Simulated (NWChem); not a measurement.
# SiHBr, singlet; SMILES [SiH]Br

```xyz
3

Si     0.1006    -1.5799     0.0000
H     -1.4427    -1.7478     0.0000
Br     0.0174     0.6888     0.0000
```
Atoms are numbered in this order, from 1.

All runs: NWChem. Pople sets run with spherical d functions. Low-valent species are run as closed-shell singlets; no triplet was tried in these runs. Geometry: optimised at PBE-D3(BJ)/def2-SVP. Vzz is the largest principal value of the second derivative of the potential at the nucleus (NWChem prints the opposite sign); η is the asymmetry. Non-relativistic.

```
level                Vzz Br3 (a.u.)  η Br3
-------------------  --------------  -----
PBE0/6-31G*                  -3.016   0.94
PBE0/cc-pVTZ                 -3.097   0.92
CAM-B3LYP/def2-TZVP      (withheld)   1.00
CAM-B3LYP/cc-pVTZ            -3.068   0.97
```

**Question.** Fill in the missing entries.

**Answer.** 
- CAM-B3LYP/def2-TZVP, Vzz Br3 (a.u.): -3.137
